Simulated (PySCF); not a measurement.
B(Cl)(Me)(nPr), C4H10BCl, SMILES C(CB(C)Cl)C, singlet, GFN2-xTB optimised geometry.

```
16

B      1.11    -0.55     0.00
Cl     2.83    -0.55     0.00
C      0.34    -1.93     0.00
H     -0.33    -2.00     0.85
H      0.99    -2.80     0.01
H     -0.29    -2.01    -0.89
C      0.38     0.85     0.00
C     -1.15     0.83     0.03
C     -1.74     2.24     0.02
H      0.70     1.42    -0.88
H      0.73     1.44     0.85
H     -1.53     0.29    -0.84
H     -1.50     0.30     0.92
H     -1.40     2.80     0.89
H     -2.83     2.20     0.05
H     -1.43     2.78    -0.87
```

Density from PySCF 2.14.0 with PBE0/def2-TZVP at that geometry.

Minimum of the electron density along straight lines between bonded atoms, close to the bond critical point (lines longer than 1.1 times the sum of covalent radii, or with two minima, are not listed):

| bond | length / Å | ρ at the minimum / e bohr⁻³ | ∇²ρ there / e bohr⁻⁵ | position (fraction from the first atom) |
|---|---|---|---|---|
| B1–Cl2 | 1.716 | ? | ? | 0.30 |
| B1–C3 | 1.578 | 0.188 | ? | 0.33 |
| C3–H4 | 1.089 | 0.271 | -0.90 | 0.64 |
| C3–H5 | 1.087 | 0.277 | -0.94 | 0.64 |
| C3–H6 | 1.089 | 0.271 | -0.90 | 0.64 |
| B1–C7 | 1.585 | 0.188 | -0.38 | 0.33 |
| C7–C8 | 1.531 | 0.242 | -0.59 | 0.50 |
| C8–C9 | 1.524 | 0.246 | -0.61 | 0.50 |
| C7–H10 | 1.096 | 0.270 | -0.89 | 0.64 |
| C7–H11 | 1.095 | 0.270 | -0.89 | 0.64 |
| C8–H12 | 1.091 | 0.279 | -0.96 | 0.64 |
| C8–H13 | 1.091 | 0.279 | -0.96 | 0.64 |
| C9–H14 | 1.088 | 0.279 | -0.95 | 0.64 |
| C9–H15 | 1.088 | 0.279 | -0.96 | 0.64 |
| C9–H16 | 1.088 | 0.279 | -0.95 | 0.64 |

### Question
Complete the blanks.

### Answer

- B1–Cl2, ρ at the minimum / e bohr⁻³: 0.156
- B1–Cl2, ∇²ρ there / e bohr⁻⁵: 0.12
- B1–C3, ∇²ρ there / e bohr⁻⁵: -0.35
